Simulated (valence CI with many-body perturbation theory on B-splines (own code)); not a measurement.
# Questions on Pb LI

Calculated by configuration interaction combined with many-body perturbation theory (CI+MBPT): four valence electrons over a frozen Dirac-Fock core [Ar] 3d10, radial functions for each j: 11 s, 11 p, 9 d, 7 f, 5 g, 2 h, 1 i, with the one-electron correlation potential Σ1, the two-electron term Σ2, the three-electron term Σ3, Breit, model QED; selected CI, second order for the rest (own B-spline code, finite nucleus).

The last digits are not significant, and no measured levels were compared; by estimate large intervals hold to a few tenths of a per cent, small ones and those within an open d or f shell to about a per cent.

Levels are named by their leading jj configuration (3d3/2^4 stands for four electrons in 3d with j = 3/2), which in mixed levels can hold well under half, so a name can repeat and another be missing.

Rates and lifetimes use the calculated energies. Strong lines usually hold to 10 to 20 %, long lifetimes can be off by a factor of two.

Task: What is the ground level?

Result: (4s^2 4p1/2^2) J=0, composition 69 % 4s2 4p2 3P + 31 % 4s2 4p2 1S.

Task: Among levels below 5721.6 × 10³ cm⁻¹, which E1 lines absorb most strongly from the ground level?

Result: to (4s^2 4p1/2 4d3/2) J=1 at 3.397 nm, f = 1.72; to (4s 4p1/2^2 4p3/2) J=1 at 4.187 nm, f = 0.601; to (4s 4p1/2 4p3/2^2) J=1 at 2.681 nm, f = 0.00208.

Task: What are the static dipole polarisabilities of the lowest levels?

Result: (4s^2 4p1/2^2) J=0 0.0164 bohr³, of which the core gives 0.00124.

Task: Name the longest-lived excited levels whose lifetime is computed, and their main decay.

Result: (4s^2 4p1/2 4p3/2) J=2 at 1344.6 × 10³ cm⁻¹ lives 753 ns, mostly by E2 to (4s^2 4p1/2^2) J=0; (4s^2 4p1/2 4p3/2) J=1 at 1304.6 × 10³ cm⁻¹ lives 37.4 ns, mostly by M1 to (4s^2 4p1/2^2) J=0; (4s^2 4p3/2 4d5/2) J=4 at 4412.2 × 10³ cm⁻¹ lives 33.8 ns, mostly by M1 to (4s^2 4p1/2 4d5/2) J=3.

Task: What is the ionisation energy?

Result: 2967.1 eV; NIST lists 2965 ± 4 eV (theoretical).

Task: How well does LS coupling describe the low levels?

Result: Among the lowest 20 levels the leading LS term, summed over configurations, holds 59 % on average. For single configurations the figures are 58 % in LS and 97 % in jj coupling. Terms mix most in the J = 2 level at 3761.9 × 10³ cm⁻¹, where the leading one holds 30 %.

Task: Where does the other parity begin?

Result: At (4s 4p1/2^2 4p3/2) J=2, 2251.8 × 10³ cm⁻¹.
